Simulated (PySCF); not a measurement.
CH3Cl2Ga. Atoms are numbered in the order given.

```xyz
7

Ga     0.2298    -0.0867     0.1526
Cl    -1.5526    -1.2912    -0.0732
Cl     0.1254     1.8292    -0.8464
C      1.8029    -0.6796     1.1525
H      2.2588     0.1797     1.6798
H      2.5411    -1.0884     0.4338
H      1.5217    -1.4703     1.8728
```
Charge 0, spin multiplicity 1.

Coordinates come from a PBE-D3(BJ)/def2-SVP optimisation. The structure was generated by enumeration; whether it is a known compound was not checked.

Method: M06-2X/def2-TZVP (PySCF).

The molecule is in vacuum.

```yaml
total_energy: -2885.28230 hartree
highest_occupied_level: -10.03 eV
lowest_empty_level: -0.76 eV
orbital_gap: 9.28 eV
dipole_moment: 2.87 D
quadrupole, principal values (traceless, Buckingham form, about the centre of nuclear charge): -7.20, 1.54, 5.66 D·Å
mean_static_polarisability: 62.0 bohr³ (9.18 Å³)
polarisability_principal_values: 45.5, 69.6, 70.7 bohr³
```
